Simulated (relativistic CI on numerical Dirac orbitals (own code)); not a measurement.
Cd4+ (4d8) in a crystal field

Calculated by Dirac-Coulomb-Breit CI, orbitals from a KLI potential per configuration, model QED (radiative potential, 1s self-energy scaled to tabulated hydrogen-like ionisation energies), valence Slater integrals scaled by 0.8, one configuration in a parametric crystal field (own radial code).

Field parameters in Wybourne normalisation: Td as Oh with Dq negative (B⁴₀ = 21Dq, B⁴₄ = √(5/14) B⁴₀). The field is a parameter set, without covalency.

S is read from ⟨S²⟩ = S(S + 1).

Site symmetry Td; labels are those of the double group. Computed levels in cm⁻¹ above the lowest, in rising order:

| Δ (size of 10Dq) | Lowest | No. 2 | No. 3 | No. 4 | No. 5 | No. 6 | No. 7 | No. 8 |
| --- | --- | --- | --- | --- | --- | --- | --- | --- |
| 3200 | A1 | 706 T1 | 1434 E | 2893 T2 | 6344 T2 | 6952 T1 | 7680 A2 | 8472 E |
| 5800 | A1 | 1021 T1 | 2283 E | 3959 T2 | 7759 T2 | 8841 T1 | 9905 A2 | 9986 E |
| 8400 | A1 | 1207 T1 | 2860 E | 4298 T2 | 9593 T2 | 10927 T1 | 11727 E | 12201 A2 |
| 10950 | A1 | 1322 T1 | 3228 E | 4394 T2 | 11373 T2 | 13094 T1 | 13595 E | 14504 A2 |
| 13550 | A1 | 1397 T1 | 3470 E | 4412 T2 | 12929 T2 | 15387 T1 | 15440 E | 16895 A2 |
| 16100 | A1 | 1448 T1 | 3624 E | 4400 T2 | 14065 T2 | 16368 E | 17692 T1 | 18451 E |
| 18700 | A1 | 1483 T1 | 3728 E | 4376 T2 | 14821 T2 | 16557 E | 20086 T1 | 20574 E |

Ground-state S against |10Dq| in cm⁻¹: 3200: 0.99, 5800: 0.99, 8400: 0.99, 10950: 0.99, 13550: 1.00, 16100: 1.00, 18700: 1.00.

No abrupt spin change occurs in this range.
